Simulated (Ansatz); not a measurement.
Coupled-cluster diagnostics for SnClF3, Ansatz.

Geometry of the singlet (PBE-D4/def2-SVP):

```
atom   x (Å)   y (Å)   z (Å)
 Sn1  -0.006  -0.017   0.039
 Cl2   0.333   0.874  -2.076
  F3   0.264  -1.930   0.047
  F4  -1.803   0.322   0.663
  F5   1.213   0.750   1.327
```

In the def2 sets Sn takes a core potential; there is no spin–orbit coupling. Correlated methods freeze 12 core orbitals; core or outer-core shells of Sn are correlated, in sets that lack core-valence functions.

Estimate the CCSD(T) correlation energy, the shares of MP2 and (T), T1 and the reference's ⟨S²⟩ for: charge 0, singlet, own geometry in def2-TZVPP; and the rough time on 2 threads of AMD EPYC 7R13 on a shared host and a share (18 GiB) of an NVIDIA H100 80GB HBM3.


```
                          state       basis  correlation (eV)  MP2 share (%)  (T) share (%)     T1  ⟨S²⟩ (pure)  wall time
charge 0, singlet, own geometry  def2-TZVPP           -35.231           96.7            3.2  0.015  0.00 (0.00)       16 s
```
Customary marks for T1 are 0.02 (closed shells), 0.045 (open shells) and about 0.05 (3d metals). T1 stays under 0.02 throughout.
